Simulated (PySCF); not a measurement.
Species: C₇H₁₀ClFO.
Atom-mapped SMILES: `[CH3:1][C@@H:2]1[CH2:3][CH2:4][C@@H:5]([C:6](=[O:7])[Cl:8])[C@H:9]1[F:10]`

Structure used (GFN2-xTB), in Å, numbered top down from 1:
```xyz
20
C7H10ClFO angstrom
C     -1.8530   -0.2484    1.5625
C     -0.8397    0.1925    0.5177
C     -1.1027   -0.3385   -0.8898
C      0.2186   -0.1050   -1.6275
C      1.3279   -0.1855   -0.5582
C      2.1433    1.0807   -0.5231
O      1.7998    2.1673   -0.8470
Cl     3.7644    0.8124    0.1030
C      0.5698   -0.3332    0.7901
F      1.1815    0.3478    1.8129
H     -1.5552    0.1073    2.5458
H     -2.8338    0.1578    1.3296
H     -1.9254   -1.3338    1.5928
H     -0.7866    1.2852    0.4941
H     -1.9362    0.1668   -1.3726
H     -1.3282   -1.4053   -0.8385
H      0.2243    0.8915   -2.0698
H      0.3802   -0.8329   -2.4203
H      1.9986   -1.0318   -0.7079
H      0.5472   -1.3842    1.1030
```

NICS = −σ at a ghost point: NICS(0) at the centroid of the ring atoms, NICS(1) 1 Å to either side along the normal of their mean plane, zz for the tensor component along that normal. Level: GIAO PBE0/pcSseg-1 (PySCF, non-relativistic, gas phase) on the GFN2-xTB geometry, one conformer.

Ring bond lengths (Å), with Mayer bond orders in brackets: C2–C3 1.527 (0.98), C3–C4 1.531 (1.05), C4–C5 1.543 (0.99), C5–C9 1.554 (0.98), C9–C2 1.529 (0.95).

Question: Give the NICS values of each ring in ppm.

Answer: 
```json
{"ring": "C2–C3–C4–C5–C9", "type": "5-membered carbocycle; formal bonds all single", "NICS(0)": "-6.0", "NICS(1), two faces": "-5.1 / -3.2", "NICS(1)zz, two faces": "-4.2 / 0.1", "rms pucker (Å)": "0.19", "centre to ring atoms, mean (Å)": "1.29"}
```

Question: What can be read from them?

Answer: 
- C2–C3–C4–C5–C9: mean NICS(1)zz -2.1 ppm, near zero. C2, C3, C4, C5, C9 have four or more neighbours; no verdict on aromaticity is drawn. The two faces differ by 4.3 ppm, so no symmetry operation interchanges them.

Question: What is the mean of the two in-plane components of NICS at the first NICS(1) probe listed for ring C2–C3–C4–C5–C9, 1 Å off the ring?

Answer: The isotropic value is a third of the trace: (3 × -5.1 − (-4.2))/2 = -5.5 ppm.

Question: List the ring angles and the Hirshfeld charges of the ring atoms.

Answer: 
- C2–C3–C4–C5–C9: C2 101.7° (-0.032 e), C3 104.0° (-0.067 e), C4 106.2° (-0.069 e), C5 104.8° (-0.044 e), C9 105.2° (+0.071 e); sum 522.0° against 540° for a flat convex ring.

Question: What are the shieldings of the ring atoms and their hydrogens in the same run (means over atoms taken as equivalent)?

Answer: 
```csv
atoms,environment,σ isotropic (ppm)
C2,sp3 CH carbon,143.9
C3,ring CH2 carbon,154.8
C4,ring CH2 carbon,157.4
C5,sp3 carbon next to a carbonyl,126.3
C9,sp3 C–F carbon,82.6
H14,methine hydrogen,29.65
H15,methylene hydrogen,29.92
H16,methylene hydrogen,30.75
H17,methylene hydrogen,29.15
H18,methylene hydrogen,29.95
H19,methine hydrogen,28.14
H20,methine hydrogen,27.02
```

The run took 57 s wall on one thread, Arm Neoverse V1 (shared host). This is the whole shielding run at PBE0/pcSseg-1, SCF included.
